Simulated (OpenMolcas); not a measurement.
Re5+ (d2) among equal point charges was computed by CASSCF with the d shell active (OpenMolcas, ANO-RCC-VTZP on the metal). Its lowest spin-free states, and all those of the highest spin:

| 2S+1 | Degeneracy | E (cm-1) |
| --- | --- | --- |
| 3 | 1 | 0.0 |
| 3 | 3 | 5020 |
| 3 | 3 | 8627 |
| 1 | 2 | 13332 |
| 1 | 3 | 17822 |
| 3 | 3 | 19326 |
| 1 | 1 | 20783 |
| 1 | 3 | 22519 |
| 1 | 2 | 25608 |
| 1 | 3 | 26251 |
| 1 | 1 | 50807 |

Task: Is the site octahedral, tetrahedral or cube-like, axial, or of lower symmetry?

Result: The states with 2S+1 = 3 have orbital degeneracies 1, 3, 3, 3. Threefold states need a cubic site. For d2 at this spin an octahedron puts the threefold T1 below the threefold T2 and a tetrahedron or cube puts the single A2 below the threefold T2, so the site is a tetrahedron or a cube, which this pattern cannot tell apart. The first gap at this spin, 5020 cm-1, is |10Dq| in ligand-field theory. The run had Re5+ among 4 point charges of -1.5 e arranged as a tetrahedron (Td), 1.79 Å from the ion.

Spin-orbit coupling mixes the spin-free states strongly: the lowest level takes only 51 % from its leading state, 3A2. Without dynamic correlation the repulsion within the d shell is too large (B by tens of per cent), so at a given field states of lower spin stand too high. This is an electrostatic model: the charges have no orbitals. No measured value stands beside these numbers.
